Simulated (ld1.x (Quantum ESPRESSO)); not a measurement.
**germanium (Ge) TM: all-electron and pseudo phase curves**

Ge (Z = 32), norm-conserving Troullier–Martins (Kleinman–Bylander form), made with ld1.x (Quantum ESPRESSO) 7.5 (PBE, scalar-relativistic). Core [Ar] 3d10, reference 4s2 4p1 (charge +1). Waves: 4s (bound): rc 1.65 bohr; 4p (bound): rc 2.05 bohr; 4d channel at 0.05 Ry: rc 2.25 bohr. Local part: all-electron potential smoothed inside 2.15 bohr (lloc = -2). Core correction: Bessel-smoothed model core, default radius (core density twice the valence density).

The phase is arctan(r·u′/u) with u = r·R(r), unwrapped; energies in Ry, scanned from -3 to 5 Ry. A pole is an energy at which the radial function vanishes at the test radius. The pseudo phase is shifted by a multiple of π to meet the all-electron one at the reference energy, and phase errors are pseudo minus all-electron; the curves can meet again beyond the range given. Levels narrower than the energy grid can be missing from the lists of poles.

Problem. For each channel, where are the poles, and over which energies does the pseudopotential scatter like the atom?

Solution.

```json
{"channel": "s", "radius (bohr)": "2.44", "reference energy (Ry)": "-1.46", "poles, all-electron": "-0.27", "poles, pseudo": "-0.27", "unbroken range about the reference energy with phases within 0.05 rad": "below 3.2", "phase error 1 Ry above the reference energy (rad)": "+0.001"}
{"channel": "p", "radius (bohr)": "2.44", "reference energy (Ry)": "-0.83", "poles, all-electron": "0.95", "poles, pseudo": "0.93", "unbroken range about the reference energy with phases within 0.05 rad": "below 3.2", "phase error 1 Ry above the reference energy (rad)": "-0.002"}
{"channel": "d", "radius (bohr)": "2.44", "reference energy (Ry)": "0.05", "poles, all-electron": "-2.79, 3.12", "poles, pseudo": "2.85", "unbroken range about the reference energy with phases within 0.05 rad": "-2.5 to 4.5", "phase error 1 Ry above the reference energy (rad)": "-0.032"}
```

Phases in the s channel:

```csv
E (Ry),all-electron,pseudo
-3.00,1.158,1.159
-2.52,1.001,1.001
-2.04,0.527,0.527
-1.56,-0.745,-0.745
-1.08,-1.317,-1.317
-0.60,-1.501,-1.501
-0.12,-1.595,-1.595
0.36,-1.660,-1.659
0.84,-1.716,-1.715
1.32,-1.776,-1.773
1.80,-1.850,-1.845
2.28,-1.960,-1.951
2.76,-2.163,-2.142
3.24,-2.635,-2.579
3.72,-3.530,-3.460
4.20,-4.112,-4.085
4.68,-4.353,-4.343
```
